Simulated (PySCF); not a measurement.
H3Cl3HfOSi, charge -1, doublet, geometry from GFN2-xTB (such geometries of metal compounds can be far from the true shape) (the multiplicity is a formal guess) (core potentials on Hf); PySCF with DF-CAMB3LYP/def2-SV(P).

Here is a job for PySCF.
```python
from pyscf import gto, scf, dft

mol = gto.M(
    atom='''
Hf    0.129132    0.101364    0.142522
Cl    1.267948    1.215831    1.788663
Cl   -0.482923   -1.721246    1.390278
Cl   -1.059501    1.890892   -0.656323
O     0.636359   -0.747569   -1.498696
Si   -0.508435   -1.423640   -2.369409
H    -1.859721   -1.296839   -1.764920
H    -0.207272   -2.855039   -2.524354
H    -0.537228   -0.787936   -3.695554
''',
    basis='def2-sv(p)',
    ecp={'Hf': 'def2-sv(p)'},
    charge=-1,
    spin=1,
    verbose=4,
)

mf = dft.UKS(mol)
mf.xc = 'camb3lyp'
mf.DIIS = scf.EDIIS
mf = mf.density_fit(auxbasis='def2-universal-jkfit')
mf.kernel()
mf.analyze()
```

The log (banner, timings and long lists left out):

```
PySCF version 2.14.0

[INPUT] verbose = 4
[INPUT] num. atoms = 9
[INPUT] num. electrons = 89
[INPUT] charge = -1
[INPUT] spin (= nelec alpha-beta = 2S) = 1
[INPUT] symmetry False subgroup None
[INPUT] Mole.unit = angstrom
[INPUT] Symbol           X                Y                Z      unit          X                Y                Z       unit  Magmom
[...]
nuclear repulsion = 557.426862131875
number of shells = 55
number of NR pGTOs = 230
number of NR cGTOs = 117
basis = def2-sv(p)
ecp = {'Hf': 'def2-sv(p)'}

******** <class 'pyscf.df.df_jk.DFUKS'> ********
method = DFUKS
initial guess = minao
damping factor = 0
level_shift factor = 0
DIIS = <class 'pyscf.scf.diis.EDIIS'>
diis_start_cycle = 1
diis_space = 8
diis_damp = 0
SCF conv_tol = 1e-09
SCF conv_tol_grad = None
SCF max_cycles = 50
direct_scf = False
number electrons alpha = 45  beta = 44
XC library pyscf.dft.libxc version 7.1.2
    S. Lehtola, C. Steigemann, M. J. T. Oliveira, and M. A. L. Marques,  SoftwareX 7, 1–5 (2018)
XC functionals = camb3lyp
    T. Yanai, D. P. Tew, and N. C. Handy,  Chem. Phys. Lett. 393, 51 (2004)
radial grids:
    Treutler-Ahlrichs [JCP 102, 346 (1995); DOI:10.1063/1.469408] (M4) radial grids

becke partition: Becke, JCP 88, 2547 (1988); DOI:10.1063/1.454033
pruning grids: <function nwchem_prune>
grids dens level: 3
symmetrized grids: False
atomic radii adjust function: <function treutler_atomic_radii_adjust>
small_rho_cutoff = 0
Set gradient conv threshold to 3.16228e-05
tot grids = 143120
******** <class 'pyscf.df.df.DF'> ********
auxbasis = def2-universal-jkfit
Create RSH-DF object <pyscf.df.df.DF object> for omega=0.33
******** <class 'pyscf.df.df.DF'> ********
auxbasis = auxmol.basis = def2-universal-jkfit
init E= -1782.35703814045

cycle= 1 E= -1794.54607696008  delta_E= -12.2  |g|= 0.779  |ddm|= 5.48
cycle= 2 E= -1794.30159024215  delta_E= 0.244  |g|= 1.11  |ddm|= 2.83
cycle= 3 E= -1794.82005258957  delta_E= -0.518  |g|= 0.279  |ddm|= 1.96
cycle= 4 E= -1794.82005258963  delta_E= -6.28e-11  |g|= 0.279  |ddm|= 2.99e-10
cycle= 5 E= -1794.82005258512  delta_E= 4.51e-09  |g|= 0.279  |ddm|= 2.29e-08
cycle= 6 E= -1794.82005259913  delta_E= -1.4e-08  |g|= 0.279  |ddm|= 7.12e-08
cycle= 7 E= -1794.82005258956  delta_E= 9.57e-09  |g|= 0.279  |ddm|= 4.86e-08
cycle= 8 E= -1794.82005259298  delta_E= -3.41e-09  |g|= 0.279  |ddm|= 1.74e-08
cycle= 9 E= -1794.82005258889  delta_E= 4.09e-09  |g|= 0.279  |ddm|= 2.08e-08
cycle= 10 E= -1794.79505181403  delta_E= 0.025  |g|= 0.352  |ddm|= 0.356
cycle= 11 E= -1794.76993438418  delta_E= 0.0251  |g|= 0.458  |ddm|= 0.652
cycle= 12 E= -1794.84431160869  delta_E= -0.0744  |g|= 0.118  |ddm|= 0.405
cycle= 13 E= -1794.84431160837  delta_E= 3.12e-10  |g|= 0.118  |ddm|= 8.63e-09
cycle= 14 E= -1794.8443116069  delta_E= 1.47e-09  |g|= 0.118  |ddm|= 1.91e-08
cycle= 15 E= -1794.84431160865  delta_E= -1.75e-09  |g|= 0.118  |ddm|= 2.82e-08
cycle= 16 E= -1794.84431160903  delta_E= -3.74e-10  |g|= 0.118  |ddm|= 2.2e-08
cycle= 17 E= -1794.84431160741  delta_E= 1.61e-09  |g|= 0.118  |ddm|= 4.67e-08
cycle= 18 E= -1794.84179934707  delta_E= 0.00251  |g|= 0.138  |ddm|= 0.0317
cycle= 19 E= -1794.83692133261  delta_E= 0.00488  |g|= 0.181  |ddm|= 0.273
cycle= 20 E= -1794.83623688477  delta_E= 0.000684  |g|= 0.196  |ddm|= 0.271
cycle= 21 E= -1794.85018227667  delta_E= -0.0139  |g|= 0.0276  |ddm|= 0.153
cycle= 22 E= -1794.85018227648  delta_E= 1.93e-10  |g|= 0.0276  |ddm|= 9.16e-09
cycle= 23 E= -1794.85018227613  delta_E= 3.5e-10  |g|= 0.0276  |ddm|= 1.48e-08
cycle= 24 E= -1794.85018227683  delta_E= -7.03e-10  |g|= 0.0276  |ddm|= 3.56e-08
cycle= 25 E= -1794.8501822756  delta_E= 1.24e-09  |g|= 0.0276  |ddm|= 5.55e-08
cycle= 26 E= -1794.85018227637  delta_E= -7.72e-10  |g|= 0.0276  |ddm|= 3.07e-08
cycle= 27 E= -1794.84870864339  delta_E= 0.00147  |g|= 0.0588  |ddm|= 0.0437
cycle= 28 E= -1794.84718609048  delta_E= 0.00152  |g|= 0.0926  |ddm|= 0.136
cycle= 29 E= -1794.84875775077  delta_E= -0.00157  |g|= 0.0699  |ddm|= 0.112
cycle= 30 E= -1794.85050958315  delta_E= -0.00175  |g|= 0.0134  |ddm|= 0.0506
cycle= 31 E= -1794.85050958329  delta_E= -1.4e-10  |g|= 0.0134  |ddm|= 1.84e-08
cycle= 32 E= -1794.85050958359  delta_E= -3.03e-10  |g|= 0.0134  |ddm|= 3.34e-08
cycle= 33 E= -1794.85050958258  delta_E= 1.01e-09  |g|= 0.0134  |ddm|= 9.89e-08
cycle= 34 E= -1794.85050958346  delta_E= -8.75e-10  |g|= 0.0134  |ddm|= 9.19e-08
cycle= 35 E= -1794.85050958326  delta_E= 1.95e-10  |g|= 0.0134  |ddm|= 3.74e-08
cycle= 36 E= -1794.85025932201  delta_E= 0.00025  |g|= 0.0244  |ddm|= 0.0193
cycle= 37 E= -1794.84983414576  delta_E= 0.000425  |g|= 0.0446  |ddm|= 0.0642
cycle= 38 E= -1794.85040959784  delta_E= -0.000575  |g|= 0.0226  |ddm|= 0.0457
cycle= 39 E= -1794.85056513692  delta_E= -0.000156  |g|= 0.0105  |ddm|= 0.0131
cycle= 40 E= -1794.8505651359  delta_E= 1.02e-09  |g|= 0.0105  |ddm|= 1.01e-07
cycle= 41 E= -1794.85056513586  delta_E= 4e-11  |g|= 0.0105  |ddm|= 7.3e-09
cycle= 42 E= -1794.85056513591  delta_E= -5.09e-11  |g|= 0.0105  |ddm|= 1.05e-08
cycle= 43 E= -1794.85056513672  delta_E= -8.11e-10  |g|= 0.0105  |ddm|= 7.36e-08
cycle= 44 E= -1794.85056513608  delta_E= 6.4e-10  |g|= 0.0105  |ddm|= 5.75e-08
cycle= 45 E= -1794.85052106446  delta_E= 4.41e-05  |g|= 0.0132  |ddm|= 0.0119
cycle= 46 E= -1794.85043230012  delta_E= 8.88e-05  |g|= 0.0215  |ddm|= 0.0297
cycle= 47 E= -1794.85059310243  delta_E= -0.000161  |g|= 0.00622  |ddm|= 0.0191
cycle= 48 E= -1794.85059310231  delta_E= 1.21e-10  |g|= 0.00622  |ddm|= 4.41e-07
cycle= 49 E= -1794.85059310099  delta_E= 1.32e-09  |g|= 0.00622  |ddm|= 2.31e-07
cycle= 50 E= -1794.85059310258  delta_E= -1.59e-09  |g|= 0.00622  |ddm|= 2.8e-07
SCF not converged.
SCF energy = -1794.85059310258 after 50 cycles  <S^2> = 0.75109999  2S+1 = 2.0010997
**** SCF Summaries ****
Total Energy =                       -1794.850593102583389
Nuclear Repulsion Energy =             557.426862131874827
One-electron Energy =                -3619.824937360043350
Two-electron Energy =                 1267.547482125585475
Two-electron Coulomb Energy =         1389.387983635364890
DFT Exchange-Correlation Energy =     -121.840501509779457
**** MO energy ****
                             alpha | beta                alpha | beta
[...]
spin_pop of  0 Hf 5s        0.00019
spin_pop of  0 Hf 6s        0.26247
spin_pop of  0 Hf 7s        0.00878
spin_pop of  0 Hf 8s        0.00570
spin_pop of  0 Hf 9s        0.00031
spin_pop of  0 Hf 10s        0.00031
spin_pop of  0 Hf 5px       0.00896
spin_pop of  0 Hf 5py       0.00012
spin_pop of  0 Hf 5pz       0.00128
spin_pop of  0 Hf 6px      -0.00844
spin_pop of  0 Hf 6py       0.00270
spin_pop of  0 Hf 6pz       0.00176
spin_pop of  0 Hf 7px       0.00134
spin_pop of  0 Hf 7py       0.00123
spin_pop of  0 Hf 7pz       0.00030
spin_pop of  0 Hf 5dxy      0.09923
spin_pop of  0 Hf 5dyz      0.03247
spin_pop of  0 Hf 5dz^2     0.37041
spin_pop of  0 Hf 5dxz      0.01555
spin_pop of  0 Hf 5dx2-y2    0.00518
spin_pop of  0 Hf 6dxy      0.00875
spin_pop of  0 Hf 6dyz      0.00054
spin_pop of  0 Hf 6dz^2     0.03979
spin_pop of  0 Hf 6dxz      0.00456
spin_pop of  0 Hf 6dx2-y2    0.00135
spin_pop of  1 Cl 1s        0.00000
spin_pop of  1 Cl 2s        0.00000
spin_pop of  1 Cl 3s        0.00645
spin_pop of  1 Cl 4s        0.00872
spin_pop of  1 Cl 2px      -0.00000
spin_pop of  1 Cl 2py       0.00000
spin_pop of  1 Cl 2pz       0.00000
spin_pop of  1 Cl 3px       0.00151
spin_pop of  1 Cl 3py      -0.00013
spin_pop of  1 Cl 3pz       0.00460
spin_pop of  1 Cl 4px       0.00678
spin_pop of  1 Cl 4py       0.00004
spin_pop of  1 Cl 4pz       0.00005
spin_pop of  1 Cl 3dxy      0.00051
spin_pop of  1 Cl 3dyz      0.00030
spin_pop of  1 Cl 3dz^2     0.00047
spin_pop of  1 Cl 3dxz      0.00147
spin_pop of  1 Cl 3dx2-y2    0.00002
spin_pop of  2 Cl 1s        0.00000
spin_pop of  2 Cl 2s        0.00000
spin_pop of  2 Cl 3s        0.00648
spin_pop of  2 Cl 4s        0.00955
spin_pop of  2 Cl 2px       0.00000
spin_pop of  2 Cl 2py      -0.00000
spin_pop of  2 Cl 2pz      -0.00000
spin_pop of  2 Cl 3px       0.00374
spin_pop of  2 Cl 3py      -0.00079
spin_pop of  2 Cl 3pz      -0.00102
spin_pop of  2 Cl 4px       0.00489
spin_pop of  2 Cl 4py       0.00010
spin_pop of  2 Cl 4pz       0.00018
spin_pop of  2 Cl 3dxy      0.00196
spin_pop of  2 Cl 3dyz      0.00004
spin_pop of  2 Cl 3dz^2     0.00008
spin_pop of  2 Cl 3dxz      0.00071
spin_pop of  2 Cl 3dx2-y2    0.00004
spin_pop of  3 Cl 1s        0.00000
spin_pop of  3 Cl 2s        0.00000
spin_pop of  3 Cl 3s        0.00649
spin_pop of  3 Cl 4s        0.00828
spin_pop of  3 Cl 2px       0.00000
spin_pop of  3 Cl 2py      -0.00000
spin_pop of  3 Cl 2pz      -0.00000
spin_pop of  3 Cl 3px       0.00100
spin_pop of  3 Cl 3py       0.00130
spin_pop of  3 Cl 3pz      -0.00036
spin_pop of  3 Cl 4px       0.00607
spin_pop of  3 Cl 4py       0.00008
spin_pop of  3 Cl 4pz       0.00007
spin_pop of  3 Cl 3dxy      0.00174
spin_pop of  3 Cl 3dyz      0.00034
spin_pop of  3 Cl 3dz^2     0.00000
spin_pop of  3 Cl 3dxz      0.00047
spin_pop of  3 Cl 3dx2-y2    0.00039
spin_pop of  4 O 1s        0.00000
spin_pop of  4 O 2s        0.01264
spin_pop of  4 O 3s        0.00472
spin_pop of  4 O 2px      -0.00185
spin_pop of  4 O 2py      -0.00176
spin_pop of  4 O 2pz      -0.00154
spin_pop of  4 O 3px       0.00113
spin_pop of  4 O 3py       0.00006
spin_pop of  4 O 3pz       0.00038
spin_pop of  4 O 3dxy      0.00012
spin_pop of  4 O 3dyz      0.00002
spin_pop of  4 O 3dz^2     0.00004
spin_pop of  4 O 3dxz      0.00018
spin_pop of  4 O 3dx2-y2    0.00010
spin_pop of  5 Si 1s        0.00000
spin_pop of  5 Si 2s        0.00000
spin_pop of  5 Si 3s        0.00093
spin_pop of  5 Si 4s        0.01566
spin_pop of  5 Si 2px       0.00000
spin_pop of  5 Si 2py       0.00000
spin_pop of  5 Si 2pz       0.00000
spin_pop of  5 Si 3px       0.00704
spin_pop of  5 Si 3py       0.00342
spin_pop of  5 Si 3pz       0.00524
spin_pop of  5 Si 4px       0.00053
spin_pop of  5 Si 4py       0.00050
spin_pop of  5 Si 4pz       0.00175
spin_pop of  5 Si 3dxy      0.00008
spin_pop of  5 Si 3dyz      0.00007
spin_pop of  5 Si 3dz^2     0.00036
spin_pop of  5 Si 3dxz     -0.00004
spin_pop of  5 Si 3dx2-y2    0.00062
spin_pop of  6 H 1s        0.00156
spin_pop of  6 H 2s        0.00132
spin_pop of  7 H 1s       -0.00050
spin_pop of  7 H 2s        0.00008
spin_pop of  8 H 1s       -0.00050
spin_pop of  8 H 2s        0.00016
In total            45.00000 | 44.00000

WARN: System has nonzero charge -1; the dipole moment is origin-dependent.
Location of origin: [0. 0. 0.]

Dipole moment(X, Y, Z, Debye): -0.43946, -0.84565, -1.36872
```

Convergence was not reached.
